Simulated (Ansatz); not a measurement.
H$_{3}$NZn (`[NH2][ZnH]`), one more setting.

```yaml
crystal:
  periodic: [false, false, false]
  atoms:
    - {symbol: N, position_ang: [-0.143968, -0.833831, -0.065562]}
    - {symbol: Zn, position_ang: [0.344855, 0.915567, -0.097376]}
    - {symbol: H, position_ang: [-1.046053, -1.111134, -0.422578]}
    - {symbol: H, position_ang: [0.073161, -1.402748, 0.738989]}
    - {symbol: H, position_ang: [0.822005, 2.358546, -0.194875]}
basis:
  gaussian: {orbitals: def2-mTZVP}
hamiltonian: {xc: {name: B97M-V}}
accuracy: high
output: {forces: true}
```

```sh
$ ansatz run in.yaml --threads 2 --pin off --events-out ev --progress --plain --max-ram 32768MiB --backend cpu
```

Shortened log:

```
Functional definition: B97M-V
1208 factors; integrals over basis functions are off by at most 4.5e-9 eV
mean field evaluation 1: about -49938.6387 eV, gradient 7.5e1 eV
mean field evaluation 2: about -49888.3923 eV, gradient 1.5e2 eV
mean field evaluation 4: about -49948.6909 eV, gradient 5.4e0 eV
mean field evaluation 8: about -49948.7831 eV, gradient 2.1e-1 eV
mean field evaluation 16: about -49948.7831 eV, gradient 2.9e-6 eV
mean field -49948.78313462 eV, -1835.5839236960 hartree, gradient 2.3e-8 eV, S^2 0.000000; 0 other end points of the search recorded, 0 dependent functions left out
reference -49948.78314009 eV, -1835.5839238970 hartree; 20, 20 occupied and 41, 41 virtual orbitals, 1208 factors
Total energy: -49948.78314009 eV, -1835.5839238970 hartree
Atom 0 at    -0.143968    -0.833831    -0.065562 Å, force     0.142236    -0.008721    -0.139260 eV/Å
Atom 1 at     0.344855     0.915567    -0.097376 Å, force    -0.111382    -0.175886     0.063161 eV/Å
Atom 2 at    -1.046053    -1.111134    -0.422578 Å, force    -0.013921    -0.011373     0.092788 eV/Å
Atom 3 at     0.073161    -1.402748     0.738989 Å, force    -0.093488     0.009353     0.010220 eV/Å
Atom 4 at     0.822005     2.358546    -0.194875 Å, force     0.076555     0.186626    -0.026908 eV/Å
Dipole moment:    -0.151246    -0.046362     0.134093 e Å
```

Hardware: 2 threads of a server CPU on a shared host. Wall time 13 s, peak host memory 0.38 GiB.
